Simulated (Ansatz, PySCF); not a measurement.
Spin states of CrH2O2 (SMILES [OH][Cr][OH]), each relaxed with B3LYP-D3(BJ)/def2-TZVP.
State 1 (charge 0, multiplicity 5):
| atom | x (Å) | y (Å) | z (Å) |
|---|---|---|---|
| Cr | 0.3332 | -0.2329 | 0.3518 |
| O | 1.3538 | -0.0653 | -1.1328 |
| H | 1.5436 | 0.7173 | -1.6562 |
| O | -1.2977 | -0.5121 | 1.0839 |
| H | -1.9867 | 0.1227 | 1.2961 |
State 2 (charge 0, multiplicity 1):
```
atom    x (Å)    y (Å)    z (Å)
----  -------  -------  -------
Cr     0.1955  -0.4768   0.1377
O      1.3359   0.0728  -1.0387
H      1.6661   0.7087  -1.6755
O     -1.2293  -0.3605   1.1086
H     -2.0220   0.0857   1.4107
```

```tsv
level	energy of the multiplicity-1 state less that of the multiplicity-5 state (kcal/mol)	cost
BLYP-D3(BJ)/def2-TZVPP	42.31	×0.9
BLYP-D4/def2-TZVPP	42.23	×0.9
B3LYP/def2-TZVPP	51.51	×1
B3LYP-D3(BJ)/def2-TZVPP	51.52	×1
B3LYP-D4/def2-TZVPP	51.46	×1
PBE0-D4/def2-TZVPP	63.32	×1
BHLYP-D3(BJ)/def2-TZVPP	63.13	×1
BHLYP-D4/def2-TZVPP	63.09	×1
CAM-B3LYP/def2-TZVPP	53.03	×1
CAM-B3LYP-D3(BJ)/def2-TZVPP	53.03	×1
wB97X-V/def2-TZVPP	50.92	×4
B2PLYP-D4/def2-TZVPP	52.97	×1
CCSD(T)/def2-TZVPP	54.32	×20
CCSD(T)/CBS(def2-SVP, def2-TZVPP)	53.38	×20
```

The rows run from 42.23 (BLYP-D4/def2-TZVPP) to 63.32 kcal/mol (PBE0-D4/def2-TZVPP). The dispersion term adds 0.01 in B3LYP-D3(BJ), -0.05 in B3LYP-D4, 0.00 in CAM-B3LYP-D3(BJ). The 3 functionals in def2-TZVPP without D3 or D4 span 2.10, from wB97X-V to CAM-B3LYP.

Singlets are restricted, other states unrestricted; no spin–orbit coupling, no relativity up to Kr; see below for the cores. The largest T1 diagnostic is 0.038.

Correlated levels freeze the inner cores; with def2 sets outer-core shells near the valence are correlated too. CBS: X⁻³ extrapolation of the correlation energy, Hartree–Fock from the larger set.

Doubts at one or more of the structures used: a restricted determinant that unrestricted orbitals would lower (B2PLYP-D4/def2-TZVPP, CCSD(T)/def2-TZVPP, CCSD(T)/CBS(def2-SVP, def2-TZVPP)).

Codes used: Ansatz (Gaussian orbitals); PySCF for the dispersion terms. Each number belongs to the level named beside it.

Costs are rough ratios of core time to PBE/def2-TZVPP (about 23 s over the structures, on one shared machine); a dash marks a level with no comparable run of its own.

Ansatz is a program for electronic structure.
